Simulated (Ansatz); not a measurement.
Gas-phase electronic energies from Ansatz, PBE0-D4/def2-TZVP geometries. CCSD(T)/CBS adds triple-zeta CCSD(T) − MP2 to the extrapolated MP2 energy (def2 sets, frozen cores). This one scheme is used for every species. DFT in def2-TZVPP. B3LYP here is the variant with VWN-RPA as its local correlation; programs differ in this. def2 core potentials past Kr. For Sb outer-core shells are correlated without core-valence functions, which leaves a few kJ/mol of doubt a bond. Each species was taken in one conformer, which may not be the lowest.

Consider the ligand exchange at the Sb–C bond: trimethylantimony + H₂S → `[CH3][Sb]([CH3])[SH]` + CH₄.

**Question.** Is it downhill or uphill in electronic energy at CCSD(T)/CBS, and by how much? (An estimate is asked.)

**Answer.** Computed: Downhill: ΔE = -20.2 kcal/mol.

**Question.** What do these levels give: r2SCAN-D4, PBE0-D4, ωB97M-V, B2PLYP, PBE, r2SCAN, PBE0, B3LYP, MP2/def2-TZVPP, SCS-MP2/def2-TZVPP, HF/CBS(def2), CCSD/CBS(def2)? (Best estimate.)

**Answer.** Computed: r2SCAN-D4 -21.9, PBE0-D4 -21.6, ωB97M-V -20.3, B2PLYP -21.0, PBE -21.6, r2SCAN -21.9, PBE0 -21.4, B3LYP -21.6, MP2/def2-TZVPP -19.8, SCS-MP2/def2-TZVPP -19.5, HF/CBS(def2) -21.4, CCSD/CBS(def2) -20.1 kcal/mol.

Largest T1 diagnostic among the species: 0.012.

In def2-TZVPP, CCSD(T) changes the Hartree–Fock value by +2.4 kcal/mol (the triples alone add −0.2 kcal/mol) and MP2 by +1.4 kcal/mol.
